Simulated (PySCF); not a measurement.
## Diatomic cations of Ge with the alkali metals

PBE with double-zeta basis sets in PySCF, for the lowest determinant that a PBE0 search found; no spin–orbit coupling. De refers to high-spin ground-configuration atoms (the charge goes to the atom of lower measured ionisation energy or higher electron affinity, which is not always the lowest computed limit). A positive dipole points towards Ge; it is taken about the centre of mass and depends on that origin.

```json
{"M": "Li", "basis": "jorge-DZP-DKH", "charged atom": "Li+", "state (unpaired electrons)": "triplet (σ ↑, π ↑)", "Re (Å)": "2.886", "ωe (cm⁻¹)": "225", "De (eV)": "0.91", "μ (D)": "-9.02"}
{"M": "Na", "basis": "def2-SVPD", "charged atom": "Na+", "state (unpaired electrons)": "triplet (σ ↑, π ↑)", "Re (Å)": "3.249", "ωe (cm⁻¹)": "112", "De (eV)": "0.61", "μ (D)": "-8.51"}
{"M": "K", "basis": "x2c-SVPall", "charged atom": "K+", "state (unpaired electrons)": "triplet (σ ↑, π ↑)", "Re (Å)": "3.757", "ωe (cm⁻¹)": "70.5", "De (eV)": "0.36", "μ (D)": "-9.49"}
{"M": "Rb", "basis": "def2-SVP", "charged atom": "Rb+", "state (unpaired electrons)": "triplet (σ ↑, π ↑)", "Re (Å)": "3.899", "ωe (cm⁻¹)": "54.5", "De (eV)": "0.30", "μ (D)": "-6.60"}
```

The shortest bond is that of LiGe⁺ (2.886 Å), the longest that of RbGe⁺ (3.899 Å).

The rows differ in basis set, which adds steps of its own.

Down a group the atoms grow and get heavier, so bonds lengthen and wavenumbers fall; this series shows no clear exception.

Weak bonds: KGe⁺, RbGe⁺. Basis-set superposition, not corrected here, can be much of De in a small basis, most of all at correlated wavefunction levels. Spin–orbit coupling is left out. For an ion De counts to the pair picked by the measured ionisation energies or electron affinities, which need not be the lowest pair at this level. States were picked by a PBE0 search and need not be the measured ground states.
